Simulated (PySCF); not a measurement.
Computed shifts of a molecule C₄H₅FO, PBE/pcSseg-1 (PySCF), GIAO, gas phase, equivalent atoms averaged, in ppm (number of nuclei): ¹³C: 208.3 (1), 103.1 (1), 41.2 (1), 25.4 (1). ¹⁹F: -212.1 (1). ¹H: 5.70 (1), 2.87 (2), 2.61 (1), 2.15 (1). References: ¹⁷O against H2O (σ = 334.3 ppm); ¹³C against TMS (σ = 182.0 ppm); ¹⁹F against CFCl3 (σ = 133.6 ppm); ¹H against TMS (σ = 31.49 ppm), references at their B3LYP-D3(BJ)/def2-TZVP geometries, non-relativistic. Geometry: ωB97X-D3(BJ)/def2-SVP. One conformer was computed; it need not be the lowest.

Problem. Which structure fits?
A. C=COC(=C)F
B. O=C1CC[C@@H]1F
C. C[C@H]1C=C(F)O1
D. FC1=CCCO1

Solution. B, O=C1CC[C@@H]1F
